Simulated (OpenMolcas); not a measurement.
Pt4+: moving or changing the point charges

Pt4+ among 8 point charges of -1.2 e arranged as a cube (Oh), 2.17 Å from the ion.
```
   1.2529    1.2529    1.2529  -1.20
   1.2529    1.2529   -1.2529  -1.20
   1.2529   -1.2529    1.2529  -1.20
   1.2529   -1.2529   -1.2529  -1.20
  -1.2529    1.2529    1.2529  -1.20
  -1.2529    1.2529   -1.2529  -1.20
  -1.2529   -1.2529    1.2529  -1.20
  -1.2529   -1.2529   -1.2529  -1.20
```

```json
{
  "Program": "OpenMolcas 26.06",
  "Method": "SS-CASPT2, IPEA 0.25 Eh, imaginary shift 0.1 Eh (closed shells correlated: 5s 5p)",
  "Basis": "ANO-RCC-VDZP [7s6p4d2f]",
  "Scalar Hamiltonian": "DKH2, point nucleus",
  "Active space": "6 electrons in 5 orbitals (5d)",
  "State averaging": "2S+1 = 5 even, 5 roots; 2S+1 = 3 even, 45 roots; 2S+1 = 1 even, 50 roots",
  "Spin-orbit coupling": "RASSI with atomic mean-field integrals over the reference wave functions"
}
```

Runs around this geometry, states (labels of O, the rotations of Oh). Energies in cm-1 above the lowest state or level, χT in cm3 K/mol.

| R (Å) | q (e) | Ground state | First state of that spin | First gap with spin-orbit (degeneracies) | χT at 300 K | First state of another spin |
| --- | --- | --- | --- | --- | --- | --- |
| 2.17 | -0.78 | 5E | 5T2 2500 | 120 (1, 3) | 4.976 | 3T1 17940 |
| 2.04 | -1.2 | 5E | 5T2 5220 | 170 (1, 2) | 4.283 | 3T1 16230 |
| 2.17 | -1.2 | 5E | 5T2 3900 | 170 (1, 2) | 4.671 | 3T1 17140 |
| 2.33 | -1.2 | 5E | 5T2 2770 | 140 (1, 3) | 4.928 | 3T1 17820 |

Taking the first state of the same spin as R^-n, n = -ln(2770 / 5220) / ln(2.33 / 2.04) = 4.8 between the shortest and longest distance.

Scaling the charges by -0.78 / -1.2 = 0.65 scales the first state of the same spin by 2500 / 3900 = 0.64; with fixed orbitals a first-order splitting would follow the charge.

Roots that are degenerate in the reference are averaged as groups; the widest CASPT2 spread within a group is 220 cm-1 (the 3-fold group of multiplicity 3 near 48000 cm-1 above the lowest state of its run, R = 2.17, q = -0.78). Shifts and gaps below about the spread of the groups concerned are not significant. An orbital doublet at a regular site is open to a Jahn-Teller distortion, which this geometry leaves out. Point charges give a weaker field than real ligands, and real ions of this kind are as a rule low spin; the high spin found here belongs to the model. Free-ion shares, where given, are those of the reference states; single-state CASPT2 does not remix them. Spin-orbit coupling mixes the spin-free states strongly: the lowest level takes only 56 % from its leading state, 5E (figures for R = 2.17, q = -0.78; the like holds for R = 2.04, q = -1.2, R = 2.17, q = -1.2, R = 2.33, q = -1.2). The ground term spreads over less than 5000 cm-1, several times less than with real ligands, so orbital moments are less quenched and χT lies further from the spin-only value than at real sites (holds for R = 2.17, q = -0.78; R = 2.17, q = -1.2; R = 2.33, q = -1.2). This is an electrostatic model: the charges have no orbitals. No measured value stands beside these numbers.
